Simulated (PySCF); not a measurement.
CH6BClOSi. Atoms are numbered in the order given.

```xyz
11

B      0.1122    -0.1969     0.1085
Cl     0.6625    -0.7659     1.7006
O      0.3277    -1.0394    -0.9138
C     -0.0324    -0.7840    -2.2596
H     -0.5010     0.2064    -2.3870
H      0.8717    -0.8368    -2.8842
H     -0.7372    -1.5607    -2.5923
Si    -0.7753     1.6339    -0.0329
H     -0.8588     2.2982     1.3001
H     -2.1603     1.5148    -0.5955
H     -0.0121     2.5271    -0.9650
```
Charge 0, spin multiplicity 1.

Geometry: r2SCAN-D4/def2-SVP. This is a generated structure with no PubChem entry under its InChIKey; it may be hypothetical. Other conformers were not sampled.

The numbers are results of B3LYP/def2-TZVP in PySCF, not measurements.

ESP charges are fitted to the potential on shells at 1.4 to 2.0 van der Waals radii. Atomic charges (e):

| atom | ESP fit | Mulliken |
|---|---|---|
| B1 | 0.33 | ___ |
| Cl2 | -0.18 | -0.16 |
| O3 | -0.31 | ___ |
| C4 | -0.07 | -0.14 |
| H5 | 0.06 | ___ |
| H6 | 0.11 | ___ |
| H7 | 0.11 | ___ |
| Si8 | 0.15 | 0.03 |
| H9 | -0.07 | -0.04 |
| H10 | -0.06 | -0.05 |
| H11 | -0.06 | -0.05 |

Problem. Some entries are withheld; supply them. (Estimate from the structure and the level; the computed values follow.)

Solution. 
- B1, Mulliken: 0.25
- O3, Mulliken: -0.21
- H5, Mulliken: 0.11
- H6, Mulliken: 0.13
- H7, Mulliken: 0.13

Problem. Give the Mayer and Wiberg (Löwdin basis) orders of the bonds. (An estimate is asked for; the answer gives what the named calculation found.)

Solution. 
```tsv
bond	Mayer	Wiberg
B1–Cl2	1.23	2.10
B1–O3	1.36	1.97
O3–C4	0.89	1.38
C4–H5	0.96	0.91
C4–H6	0.97	0.93
C4–H7	0.97	0.93
B1–Si8	0.92	1.13
Si8–H9	0.96	0.94
Si8–H10	0.94	0.93
Si8–H11	0.94	0.93
```
